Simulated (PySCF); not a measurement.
Species: H6O2Si3Te.
Bonds: O1–Si2, Si2–O3, O3–Si4, Si4–Te5, Te5–Si6, O1–Si6. Hydrogens: H7, H8 on Si2; H9, H10 on Si4; H11, H12 on Si6.

Method: PBE0-D3(BJ)/def2-SVP geometry optimisation, gas phase, def2 core potentials past Kr in PySCF 2.14.0.

Q: How far are the bound atoms from Te5?

A: 2 atoms: Si6 2.511 Å, Si4 2.512 Å. The nearest atom not counted as bound is H12, at 3.28 Å (others tie with it).

Q: What is the shape at Te5?

A: Bent: angle 87.8°.

Q: What are the other bond lengths?

A: O1–Si2, Si2–O3 1.661 Å; O1–Si6, O3–Si4 1.661 Å; Si2–H7, Si2–H8 1.485 Å; Si4–H9 and 3 like bonds 1.489 Å.

Q: Give some angles away from the centre.

A: Si2–O1–Si6 138.2°, O1–Si2–O3 108.8°, Si2–O3–Si4 138.6°, O3–Si4–Te5 109.5°.

Q: What are the rotational constants (commonest isotopes, rigid rotor)?

A: A = 1714, B = 835.4, C = 618.9 MHz: an asymmetric top.

Point group: Cs (tolerance 0.08 Å). Charge 0, singlet. PBE0-D3(BJ)/def2-SVP frequencies: not computed here.

Time: 4.2 min of wall time; peak memory 0.56 GiB. Hardware: one thread, Arm Neoverse N1 (aarch64), shared host with 64 logical CPUs at a one-minute load of 61. That covers the optimisation of the geometry.

One conformer stands for the species.
